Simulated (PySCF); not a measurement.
A side-by-side comparison of computed properties.

First species: C6H13NOSi.
SMILES: `CCNC(=O)C/C=C\[SiH3]`

Second species: C5H10ClNSi2.
InChI=1S/C5H10ClNSi2/c1-4-8-5(2-7)9(4)3-6/h4-5,9H,3,8H2,1H3/t4-,5-,9-/m1/s1

Levels: PBE0/pcSseg-1 for dipole moment, HOMO energy, LUMO energy and HOMO–LUMO gap; GFN2-xTB for rotational constant A and rotational constant C. Geometries: GFN2-xTB. All species are isolated and taken at one optimised geometry, non-relativistic unless stated. Electronic properties by PySCF.

The conformers computed, where there is a choice (atom-mapped SMILES and torsion angles):
- `[CH3:1][CH2:2][NH:3][C:4](=[O:5])[CH2:6]/[CH:7]=[CH:8]\[SiH3:9]`: C1–C2–N3–C4 116°, C2–N3–C4–O5 6°, N3–C4–C6–C7 70°, C4–C6–C7–C8 -110°
- `[CH3:1][C@@H:2]1[SiH2:3][C@@H:4]([C:5]#[N:6])[Si@@H:7]1[CH2:8][Cl:9]`: C4–Si7–C8–Cl9 -41°

(1) Which of the two has the higher dipole moment, and by how much?

(2) Which has the higher LUMO energy?

(3) Which of the two has the higher rotational constant C, and by how much?

(4) Which has the higher HOMO energy?

(5) Which has the higher rotational constant A?

(6) Which of the two has the higher HOMO–LUMO gap, and by how much?

Answers

(1) The second: 4.48 D against 3.06 D, a difference of 1.42 D.

(2) The second: -0.65 eV against -0.81 eV, a difference of 0.16 eV.

(3) The second: 0.644 GHz against 0.619 GHz, a difference of 0.025 GHz.

(4) The first: -7.16 eV against -8.04 eV, a difference of 0.88 eV.

(5) The first: 1.817 GHz against 1.331 GHz, a difference of 0.486 GHz.

(6) The second: 7.39 eV against 6.35 eV, a difference of 1.04 eV.

On the first: A dipole of 3.06 D is allowed in C1, and pure rotational transitions are dipole-allowed. In atomic units the dipole is 1.21 e·bohr (1 au = 2.5417 D).

On the second: A dipole of 4.48 D is allowed in C1, and pure rotational transitions are dipole-allowed. The dipole matches unit charges of opposite sign 0.93 Å apart (1 e·Å = 4.8032 D).
